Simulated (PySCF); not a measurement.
Screening by computed properties: pick the candidate that meets the target.

Each SMILES stands for a single optimised conformer of the isolated species, non-relativistic unless stated. Electronic properties by PySCF.

Dipoles, sizes and rotational constants follow the conformer. The torsions of the flexible species, by atom-mapped SMILES:
- `[CH3:1][C:2]([CH3:3])=[CH:4][CH2:5][C@@H:6]([F:7])[CH2:8][Cl:9]`: C2–C4–C5–C6 101°, C4–C5–C6–F7 71°, C5–C6–C8–Cl9 71°
- `[CH2:1]=[CH:2][CH2:3][C:4]([CH3:5])([CH3:6])[S:7](=[O:8])(=[O:9])[Cl:10]`: C1–C2–C3–C4 -115°, C2–C3–C4–C5 -62°, C3–C4–S7–O8 58°
- `[O:1]=[CH:2][c:3]1[cH:4][cH:5][n:6][n:7][c:8]1[F:9]`: O1–C2–C3–C4 0°

Question: Wanted: HOMO energy between -8 eV and -7.2 eV (PBE0/pcSseg-1) and dipole moment below 4 D (PBE0/pcSseg-1), at GFN2-xTB geometries. Which candidate meets both?
A. `CC(C)=CC[C@@H](F)CCl`
B. `C=CCC(C)(C)S(=O)(=O)Cl`
C. `O=CC1=C(F)N=NC=C1`
D. `C[C@@H]1O[S@@](=O)O[C@]1(C)F`

Answer: C. Computed values:
```
                     species  HOMO energy  dipole moment
C[C@@H]1O[S@@](=O)O[C@]1(C)F     -8.09 eV         3.76 D
      C=CCC(C)(C)S(=O)(=O)Cl     -7.66 eV         4.45 D
           O=CC1=C(F)N=NC=C1     -7.51 eV         1.89 D
        CC(C)=CC[C@@H](F)CCl     -6.93 eV         0.73 D
```
